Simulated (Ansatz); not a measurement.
B₂H₇PSi₂, relaxed with RKS PBE-D4/def2-SVP in the Gaussian-basis code of Ansatz from a rough embedded geometry. The force threshold is 0.03 eV/Å; the program also tests the step.

Charge 0, multiplicity 1. The bonds changed during the relaxation, so this is another structure than the one it started from.

Start:

```xyz
12

B    -1.335    1.683   -1.249
P    -1.833    0.001   -0.527
Si   -0.221    0.031    0.943
B     0.555   -1.819    1.383
Si    1.633   -0.546    0.250
H    -0.202    1.862   -1.699
H    -2.124    2.522   -1.476
H    -1.055   -0.794   -1.473
H    -0.314    0.929    2.177
H     0.361   -2.858    1.812
H     1.697   -0.920   -1.164
H     2.837   -0.091    1.024
```

**Question.** By how much does the energy fall, and how many steps does the optimiser take? (Best estimate.)

**Answer.** The calculation gave: 312.90 kJ/mol, in 29 steps.

**Question.** Which bonds change most? (An estimate is asked.)

**Answer.** Computed: B1–B4 from 4.771 to 1.920 Å; Si5–H6 from 3.600 to 1.716 Å; B1–Si5 from 4.003 to 2.189 Å; B1–Si3 from 2.962 to 2.218 Å.

**Question.** Give the relaxed structure. (Estimate.)

**Answer.** Ansatz gave: 
```xyz
12

B    -0.187    0.859   -0.042
P    -1.926    0.409   -1.027
Si   -1.524   -0.638    0.900
B     0.374   -0.550    1.136
Si    1.458   -0.521   -0.474
H     0.621    0.839   -1.103
H    -0.041    1.989    0.376
H    -1.285   -0.620   -1.813
H    -2.403   -0.098    2.009
H     0.882   -0.432    2.232
H     1.189   -1.292   -1.734
H     2.842    0.054   -0.460
```
